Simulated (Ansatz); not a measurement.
Input for Ansatz (a first-principles code): U-B2PLYP/def2-TZVPP on H3O3W (SMILES [OH][W]([OH])[OH]), 2S+1 = 4, a spin state set in the input, which need not be the lowest. Elements past Kr take the def2 small-core potentials; no spin–orbit coupling.

Ansatz 0.2 input:
```yaml
crystal:
  periodic: [false, false, false]
  atoms:
    - {symbol: W, position_ang: [0.03106081, -0.05428042, -0.08530421]}
    - {symbol: O, position_ang: [-1.26301047, -1.44511471, -0.35896468]}
    - {symbol: H, position_ang: [-2.11110530, -1.45183547, 0.10210987]}
    - {symbol: O, position_ang: [0.13148870, 1.42448441, -1.30478694]}
    - {symbol: H, position_ang: [-0.30234266, 2.26727501, -1.12223528]}
    - {symbol: O, position_ang: [1.28205004, -0.18362940, 1.36540304]}
    - {symbol: H, position_ang: [2.12985095, -0.63260295, 1.25458995]}
basis:
  gaussian:
    orbitals: def2-TZVPP
hamiltonian:
  xc: {name: B2PLYP}
magnetization: {spin_polarized: true, initial_magnetization: 3}
correlation: {electrons: valence}
```

It printed:

```
WARN ansatz: RAYON_NUM_THREADS=4 ignored (pool sized by the plan → 4); use --threads N
Functional definition: B2PLYP
integrals: 0.33 GiB planned
1234 factors; integrals over basis functions are off by at most 6.6e-4 eV
mean field: 1.43 GiB planned
mean field evaluation 1: about -7992.6835 eV, gradient 5.7e1 eV
mean field evaluation 2: about -7992.8425 eV, gradient 5.6e1 eV
mean field evaluation 4: about -8003.0715 eV, gradient 6.6e0 eV
mean field evaluation 8: about -8003.3434 eV, gradient 5.5e-1 eV
mean field evaluation 16: about -8003.3501 eV, gradient 3.2e-3 eV
mean field -8003.35006008 eV, -294.1176898425 hartree, gradient 8.0e-6 eV, S^2 3.757890; 0 other end points of the search recorded, 0 dependent functions left out
3 core orbitals not correlated
reference -8003.35021893 eV, -294.1176956801 hartree; 19, 16 occupied and 169, 172 virtual orbitals, 1234 factors
second order -36.92095109 eV of doubles, -0.00000000 eV of singles
Total energy: -8013.31887573 eV, -294.4840370603 hartree
```

Self-consistency was reached.

Cost: around 17 core-seconds (rough).
